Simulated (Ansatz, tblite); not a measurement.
Cost and result up the ladder for SeH2 (H₂Se) (3 atoms). Total charge 0; singlet. Geometry: PBE-D4/def2-TZVP.

```xyz
3

Se    0.2031   -0.5949   -0.2960
H     0.8999    0.5364    0.3547
H    -1.1030    0.0584   -0.0587
```

Ansatz on 2 threads of Arm Neoverse N1 on a shared host; xTB runs through tblite on one thread. Times are rough, summed over both states, and most runs start from the orbitals of an earlier one. CCSD(T)/def2-TZVPP serves as the yardstick here, not as an exact answer. The other state is a doublet.

The xTB rows come from tblite. Correlated methods freeze 9 core orbitals; core or outer-core shells of Se are correlated, in sets that lack core-valence functions.

Raw xTB energies of ions are shifted by several eV.

```json
{"level": "CCSD(T)/def2-TZVPP", "functions": "76", "vertical IE (eV)": "9.75", "difference from CCSD(T)/def2-TZVPP (eV)": "0.00"}
{"level": "GFN2-xTB", "functions": "11", "vertical IE (eV)": "14.28", "difference from CCSD(T)/def2-TZVPP (eV)": "4.53"}
{"level": "PBE-D4/def2-TZVP", "functions": "60", "vertical IE (eV)": "9.77", "difference from CCSD(T)/def2-TZVPP (eV)": "0.02"}
{"level": "revPBE-D4/def2-TZVP", "functions": "60", "vertical IE (eV)": "9.72", "difference from CCSD(T)/def2-TZVPP (eV)": "-0.03"}
{"level": "PBE0-D4/def2-TZVP (with forces)", "functions": "60", "vertical IE (eV)": "9.77", "difference from CCSD(T)/def2-TZVPP (eV)": "0.02"}
{"level": "GFN1-xTB", "functions": "13", "vertical IE (eV)": "15.63", "difference from CCSD(T)/def2-TZVPP (eV)": "5.89"}
{"level": "r2SCAN-D4/def2-TZVP (with forces)", "functions": "60", "vertical IE (eV)": "9.78", "difference from CCSD(T)/def2-TZVPP (eV)": "0.03"}
{"level": "HF/def2-TZVP", "functions": "60", "vertical IE (eV)": "8.73", "difference from CCSD(T)/def2-TZVPP (eV)": "-1.02"}
{"level": "B97M-V/def2-TZVP", "functions": "60", "vertical IE (eV)": "9.77", "difference from CCSD(T)/def2-TZVPP (eV)": "0.03"}
{"level": "PBE-QIDH/def2-TZVP", "functions": "60", "vertical IE (eV)": "9.80", "difference from CCSD(T)/def2-TZVPP (eV)": "0.05"}
{"level": "ωB97M-V/def2-TZVP", "functions": "60", "vertical IE (eV)": "9.77", "difference from CCSD(T)/def2-TZVPP (eV)": "0.02"}
```

(1) Estimate how long each takes.

Answers

(1) GFN2-xTB 0.003 s; GFN1-xTB 0.005 s; HF/def2-TZVP 0.75 s; revPBE-D4/def2-TZVP 1.4 s; PBE-D4/def2-TZVP 1.5 s; PBE0-D4/def2-TZVP (with forces) 2.2 s; PBE-QIDH/def2-TZVP 2.6 s; r2SCAN-D4/def2-TZVP (with forces) 4.3 s; CCSD(T)/def2-TZVPP 4.7 s; ωB97M-V/def2-TZVP 6 s; B97M-V/def2-TZVP 6.9 s. On shared hardware such times vary by a factor of up to 3.
